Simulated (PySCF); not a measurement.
# Worked example: oscillator strength and radiative lifetime

Si(OH)3(NH2) (H₅NO₃Si), SMILES N[Si](O)(O)O.

Geometry optimised at ωB97X-D3(BJ)/def2-SVP. A frequency run showed that this geometry is not a minimum. Other conformers were not sampled.

TDA-LC-ωPBE/def2-SVPD run with PySCF puts the first singlet state with f over 0.02 at 7.51 eV (vertical), with the transition dipole (-0.039, 0.148, -0.541) in atomic units.

Find the oscillator strength, the wavelength and the radiative lifetime that this transition would have in vacuum if emission retraced absorption.


|μ|² = 0.3161 au, so |μ| = 1.43 D. ΔE = 7.51/27.211 = 0.2760 hartree. f = (2/3) ΔE |μ|² = 0.058 (the program prints 0.058).
λ = 1239.84/7.51 = 165 nm; ν = 60572 cm⁻¹.
Einstein's coefficient A = 0.6670 ν² f s⁻¹ (ν in cm⁻¹) = 1.4e8 s⁻¹, so τ = 1/A = 7.0 ns. This state is S1. The figure is the radiative limit of this one transition; relaxation, internal conversion, crossing to triplets and a medium change what is measured.
